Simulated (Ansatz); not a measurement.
Reaction (ligand exchange at the Si–C bond): `C#CC(=O)[SiH3]` + `OC[SiH2]S` → `[SiH3]OC[SiH2]S` + `C#CC=O`

Calculated with Ansatz (gas phase, PBE0-D4/def2-TZVP geometries, no zero-point term in ΔE). CCSD(T)/CBS adds triple-zeta CCSD(T) − MP2 to the extrapolated MP2 energy (def2 sets, frozen cores). Functionals use def2-TZVPP. B3LYP here is the variant with VWN-RPA as its local correlation; programs differ in this. One conformer a species, not always the lowest.

`C#CC(=O)[SiH3]`:

Cartesian coordinates in Å:
```
C -0.935 1.949 1.026
C -0.791 1.112 0.174
C -0.508 0.041 -0.758
O -1.083 -0.067 -1.819
Si 0.853 -1.213 -0.204
H -1.085 2.705 1.763
H 0.998 -2.233 -1.268
H 0.430 -1.827 1.080
H 2.120 -0.467 0.006
```

`OC[SiH2]S`:

```xyz
10

O     0.968    1.274    0.101
C     0.903   -0.076   -0.333
Si   -0.674   -0.819    0.388
S    -2.362    0.312   -0.262
H     1.738    1.692   -0.291
H     0.866   -0.153   -1.427
H     1.769   -0.658    0.014
H    -0.567   -0.850    1.870
H    -0.868   -2.199   -0.126
H    -1.774    1.477    0.066
```

`[SiH3]OC[SiH2]S`:

Z-matrix (Å, degrees):
```
Si
O 1 1.648
H 1 1.481 2 106.3
H 1 1.489 2 110.5 3 -120.1
H 1 1.489 2 110.4 3 120.1
C 2 1.422 1 121.1 3 -179.0
Si 6 1.887 2 107.6 1 178.6
H 6 1.100 2 110.9 1 -61.0
H 6 1.098 2 111.0 1 58.2
S 7 2.132 6 109.8 2 -58.1
H 7 1.485 6 108.7 2 64.4
H 7 1.485 6 110.4 2 -174.9
H 10 1.345 7 92.5 6 51.9
```

`C#CC=O`:

Cartesian coordinates in Å:
```
C -0.080 -0.967 1.186
C 0.012 -0.202 0.264
C 0.060 0.702 -0.860
O 1.027 1.353 -1.156
H -0.142 -1.641 2.010
H -0.878 0.756 -1.444
```

```
          species  B3LYP-D4 energy (Eh)
 `C#CC(=O)[SiH3]`            -481.46128
      `OC[SiH2]S`            -804.76844
`[SiH3]OC[SiH2]S`           -1095.53393
         `C#CC=O`            -190.73563
```

Work out ΔE.

ΔE = (-1095.53393) + (-190.73563) − (-481.46128) − (-804.76844) = -0.03984 Eh = -104.6 kJ/mol. CCSD(T)/CBS gives -104.2 kJ/mol.

Largest T1 diagnostic among the species: 0.016.

From PBE to PBE0 (25 % exact exchange), in def2-TZVPP and without D4, ΔE moves by −6.9 kJ/mol. Leaving LDA and LC-ωPBE aside and taking each functional with its dispersion term where it has one, the values, not all of them listed here, spread over 24.1 kJ/mol, from BHLYP-D4 to PBE-D4.
